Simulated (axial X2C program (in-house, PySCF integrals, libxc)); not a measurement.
InC: nuclear properties from DFT to coupled cluster

Computed with an axial X2C code built on PySCF integrals: two-component X2C with atomic mean-field Coulomb and Gaunt terms, Gaussian nuclei, basis In dyall-acv3z, C dyall-av3z with contracted cores.

R = 2.205 Å (near the PBE0 minimum at charge 0 of the determinant lowest at the starting distance; the state shown can have its own minimum elsewhere); state Ω = 3/2 (⟨Sz⟩ = 1.50, ⟨Lz⟩ = 0.00 at PBE0).

```json
{"level": "PBE0", "Eeff magnitude (GV/cm)": "3.38", "Ws magnitude In (kHz)": "1.43", "A∥/gI In (MHz)": "-139", "qzz In (a.u.)": "-3.80", "A∥/gI C (MHz)": "14.7", "μ (D)": "-2.78"}
{"level": "HF", "Eeff magnitude (GV/cm)": "3.12", "Ws magnitude In (kHz)": "1.32", "A∥/gI In (MHz)": "-214", "qzz In (a.u.)": "-4.69", "A∥/gI C (MHz)": "55.5", "μ (D)": "-2.45"}
{"level": "B3LYP", "Eeff magnitude (GV/cm)": "3.56", "Ws magnitude In (kHz)": "1.51", "A∥/gI In (MHz)": "-78.2", "qzz In (a.u.)": "-3.60", "A∥/gI C (MHz)": "30.4", "μ (D)": "-2.82"}
```

Eeff is the effective electric field on the electron electric dipole moment in this Ω state and Ws the scalar–pseudoscalar constant of the nucleus named (defined with the proton number Z and per Ω); A∥ (defined per Ω) follows by multiplying with gI = μI/(I μN); qzz is the electric field gradient, eQq0 = 234.96 MHz × Q/barn × qzz; μ is positive if the C end (last atom) is positive. The operators were transformed with the bare-nucleus X2C matrices; with these basis sets, hyperfine constants and field gradients can be off by tens of per cent, and where levels differ in sign neither size nor sign is settled.

Finite-field MP2, CCSD and CCSD(T), with 17 electrons correlated in 130 natural virtual spinors (MP2 remainder added):

```
  level  Eeff magnitude (GV/cm)  Ws magnitude In (kHz)  A∥/gI In (MHz)  qzz In (a.u.)  A∥/gI C (MHz)  μ (D)
    MP2                    2.48                  0.797            -212          -3.82           34.9  -3.28
   CCSD                    2.25                   1.01            -138          -3.80           30.1  -3.03
CCSD(T)                    2.23                      1            -116          -3.67           32.4  -3.01
```

T1 = 0.025 (Lee–Taylor). One unrestricted determinant, the lowest of a limited PBE0 search, is the reference; the functionals treat spin collinearly. With several open shells it need not be a pure state. The sign of Eeff is opposite to CCSD(T) at MP2. Correlation of the inner shells is missing, which matters for properties at the nucleus. Number of frozen shells: In 4 s, 3 p, 1 d; C 1 s.

Task: By how much does correlation change each value, CCSD(T) against HF?

Result: Eeff magnitude -29 %; Ws magnitude In -24 %; A∥/gI In -46 %; qzz In -22 %; A∥/gI C -42 %; μ 23 %.
